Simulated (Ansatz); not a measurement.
Saddle point of SiH₄O₄, singlet (SiH₄O₄ ([OH][Si]([OH])([OH])[OH]) → SiH₂O₃ ([O][Si]([OH])[OH]) + H₂O (still joined by a long Si–O bond); bonds formed: O2–H4; bonds broken: O3–H4; bonds weakened to dative contacts: Si1–O2), PBE0-D4/def2-TZVP structure:

```xyz
9
angstrom
Si -0.2958 -0.3386 -0.1251
O 1.3484 0.0444 0.6603
O -0.5823 -1.1965 1.1365
H 0.8010 -0.5636 1.3636
O -1.0109 1.1078 -0.3921
O 0.0523 -0.9598 -1.5770
H 1.4822 0.9438 0.9803
H -1.6213 1.3877 0.2935
H -0.1736 -0.4254 -2.3400
```

Energies are electronic, without zero-point energy. Barriers and step energies count from the start structure reached by relaxing down the imaginary mode; all methods use the PBE0-D4 structures, on which another method's saddle can fall below an end. Computed with Ansatz 0.2.0 (basis: def2-TZVPP, with def2-QZVPP for the basis limit); correlated methods freeze the cores. B3LYP uses VWN-RPA correlation. Extrapolation: Hartree–Fock as exp(−7.88 √X), correlation as X^−2.97.

```tsv
method	barrier (kJ/mol)	step energy (kJ/mol)
SPW92	185.9	195.0
PBE-D4	?	191.2
BLYP-D4	204.8	192.4
r2SCAN-D4	214.2	207.6
B97M-V	226.2	210.9
PBE0-D4	217.4	209.5
B3LYP-D4	221.5	207.8
r2SCAN0-D4	228.5	219.3
BHLYP-D4	?	226.7
CAM-B3LYP-D4	225.8	214.2
wB97X-V	224.5	212.9
wB97M-V	221.1	209.1
B2PLYP	221.5	208.8
PBE-QIDH	227.0	217.2
RPA on PBE	?	209.3
HF	278.0	246.7
MP2	220.0	209.2
CCSD	236.2	220.1
CCSD(T)	226.4	213.5
```

Question: Fill in the withheld barriers. (To be estimated.)

Answer: By the calculation: RPA on PBE 221.8; BHLYP-D4 245.0; PBE-D4 195.5 kJ/mol. Each is the energy of the saddle less that of the start structure, by the same method.

For comparison, the barrier by CCSD(T) at an estimated basis limit (MP2 extrapolated from triple and quadruple zeta, plus CCSD(T) − MP2 in triple zeta) is 226.3 kJ/mol.

No T1 diagnostic of these runs exceeds 0.014.

Labels in which every atom is bracketed show which atoms are joined, not bond orders.

For scale, one of the runs: CCSD(T)/def2-TZVPP, 222 basis functions, launched by `ansatz run in.yaml --threads 4 --pin off --events-out ev --progress --plain --max-ram 9574MiB`. The run took 91 s on 4 CPU threads of an Arm Neoverse V2 (shared host), with 3.7 GiB of host memory at its peak.
